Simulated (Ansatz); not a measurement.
Frontier orbitals of C2H6AlFO2 (`C[O][Al]([F])[O]C`).

The species carries charge 0 and has multiplicity 1. Geometry: relaxed with PBE0-D4/def2-TZVP. It is one conformer, not always the lowest. Basis def2-TZVPP, Ansatz 0.2.0.

```
functional  HOMO (eV)  LUMO (eV)  gap (eV)
       PBE      -6.64      -1.41      5.23
    r2SCAN      -6.97      -0.94      6.03
      PBE0      -8.23      -0.51      7.72
 CAM-B3LYP      -9.71       0.35     10.06
   ωB97M-V     -10.63       1.09     11.72
```

A quarter of exact exchange (PBE0) shifts PBE's HOMO by −1.60 eV and its LUMO by +0.90 eV; full exchange at long range (ωB97M-V) shifts them by −4.00 and +2.50 eV. The gap opens from 5.22 to 11.72 eV, since occupied levels lose self-interaction and empty ones feel all the electrons. A positive LUMO is unbound and depends on the basis.
